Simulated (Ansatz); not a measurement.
Cartesian coordinates (Å):
SMILES: [O]C=O
```xyz
4

O      1.2240    -0.0989    -0.0743
C     -0.0104    -0.1121    -0.0156
O     -0.9833    -0.8108    -0.0682
H     -0.2302     1.0217     0.1581
```
Charge 0, spin multiplicity 2.

All values below come from frozen-core CCSD(T)/cc-pVTZ // PBE0-D4/def2-TZVP run with Ansatz (a program for electronic structure).

| Item | Result |
|---|---|
| HF energy | -188.18235 Ha |
| MP2 correlation energy | -0.57909 Ha |

Q: Estimate the CCSD correlation energy, the (T) correction, the total energy and the T1 diagnostic.

A: 
```yaml
CCSD correlation energy: -0.59832 Ha
"(T) correction": -0.02802 Ha
CCSD(T) total energy: -188.80870 Ha
T1 diagnostic: 0.062
```
